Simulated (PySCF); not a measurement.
# Working out the ionisation energy of I

I [Kr] 4d10 5s2 5p5 (2P) → I⁺ [Kr] 4d10 5s2 5p4 (3P). Computed with PySCF 2.14 in aug-cc-pVQZ-PP with ECP28MDF (7s7p5d3f2g, 92 functions), with a scalar-relativistic core potential. Frozen: 4s2 4p6 4d10. Energies in hartree (1 hartree = 27.21139 eV):

```tsv
part	I (lower)	I⁺ (upper)
UHF	-294.662494	-294.312021
MP2 opposite-spin	-0.103293	-0.078379
MP2 same-spin	-0.027272	-0.020881
```

Problem. What does Hartree-Fock give?

Solution. (-294.312021) − (-294.662494) = 0.350473 hartree = 9.537 eV.

Problem. What do MP2 and SCS-MP2 (6/5 opposite-spin, 1/3 same-spin) give?

Solution. The opposite-spin parts differ by 0.678 eV and the same-spin parts by 0.174 eV. MP2: 9.537 + (0.678) + (0.174) = 10.389 eV. SCS-MP2: 9.537 + 1.2 × (0.678) + (0.174)/3 = 10.409 eV.

Measured between the centres of the two terms (NIST): 10.519 eV, so MP2 (valence) is off by -0.130 eV.

What remains against the reference includes basis incompleteness, the frozen core and correlation beyond second order.
